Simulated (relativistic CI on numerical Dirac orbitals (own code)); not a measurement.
## Sc⁺ in a cubic cluster: L2,3 absorption with charge transfer

Computed with a charge-transfer multiplet model of a cubic metal-ligand cluster with up to one ligand hole, Slater and spin-orbit integrals from Dirac-Coulomb-Breit ions, Slater integrals scaled by 0.8. The ground state mixes d2 with configurations of k ligand holes L, whose averages lie at kΔ + k(k − 1)U_dd/2; a core hole lowers each added d electron by U_cd. 300 K, Lorentzian 0.4 eV and Gaussian 0.3 eV FWHM.

Atomic integrals in eV (Slater integrals scaled, ζ unscaled), ground: F2dd 4.710, F4dd 2.885, zeta_d 0.005; with the core hole: F2dd 5.665, F4dd 3.487, zeta_d 0.011, zeta_core 3.011, F2cd 2.887, G1cd 1.958, G3cd 1.107.

Cluster parameters (eV): Δ = 10, U_cd = 4.5, 10Dq = 1.2, 10Dq(ligand) = 0.7, V(eg) = 1.75, V(t2g) = -0.84, final-state hopping factor = 0.8.

| Case | n_d | d2 | d3L | S |
| --- | --- | --- | --- | --- |
| U_dd = 4 eV | 2.10 | 0.90 | 0.10 | 1.00 |
| U_dd = 4.7 eV | 2.10 | 0.90 | 0.10 | 1.00 |
| U_dd = 6.1 eV | 2.10 | 0.90 | 0.10 | 1.00 |

Weights, n_d and S are thermal averages at 300 K. Photon energies count from the first peak over 30 % of the highest in each spectrum, which can be another peak from case to case. The parameters are a model scan and need not match a compound or its usual spin state. Peaks in eV (height, largest 100):
- U_dd = 4 eV: -2.6 (12), 0.0 (100), 1.9 (37), 3.7 (69), 4.5 (67)
- U_dd = 4.7 eV: -2.6 (12), 0.0 (100), 2.0 (37), 3.8 (69), 4.5 (67)
- U_dd = 6.1 eV: -2.6 (12), 0.0 (100), 2.0 (36), 3.8 (68), 4.5 (67)

For the case U_dd = 4 eV, Δ = 10 eV is larger than U_dd = 4 eV, the Mott-Hubbard side of the Zaanen-Sawatzky-Allen scheme. With the core hole the configuration with one ligand hole lies at Δ + U_dd − U_cd = 9.5, 10.2, 11.6 eV from the one without, in the order of the table; where this is negative the screened configuration lies lower.

With at most 1 ligand hole the space is cut while the next configuration still counts, so covalency is underestimated, and a final configuration with one more ligand hole, which can lie low, is missing from the spectra.
